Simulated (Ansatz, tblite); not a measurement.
Removing and adding an electron: cyclo-(F2SnO)3 (Sn3O3F6). The state is a singlet with charge 0. Geometry: PBE-D4/def2-SVP. Ansatz, gas phase; energy differences of separate SCF runs; the oxidised species was run as a doublet alone; the reduced species was run as a doublet alone.

Cartesian coordinates in Å:
```
Sn -0.684 1.845 0.378
F 0.286 3.513 0.297
F -2.485 2.273 0.934
O 0.228 0.659 1.692
Sn 0.292 -1.321 1.496
F 1.702 -2.006 2.622
F -1.368 -2.109 2.105
O 0.611 -1.858 -0.393
Sn 0.404 -0.568 -1.894
F 2.148 0.087 -2.418
F -0.359 -1.473 -3.417
O -0.775 0.959 -1.402
```

In the def2 sets Sn takes a core potential; there is no spin–orbit coupling. The xTB rows come from tblite.

```
           level  −HOMO (eV)  vertical IE (eV)  −LUMO (eV)  vertical EA (eV)  HOMO–LUMO gap (eV)  IE − EA (eV)
        GFN1-xTB       15.60             17.98       12.95             10.53                2.65          7.45
        GFN2-xTB       15.34             17.61       12.44             10.07                2.89          7.54
 PBE-D4/def2-SVP        8.77                 –        5.50              3.18                3.27             –
PBE0-D4/def2-SVP       10.71             12.48        4.81              3.17                5.90          9.30
```

Run but left out: PBE-D4/def2-SVP (charge +1 doublet: an occupied level 0.01 eV above an empty one).   Raw xTB energy differences between charge states are shifted by several eV; the methods need an empirical correction for them. Sets without diffuse functions give affinities that are too small.
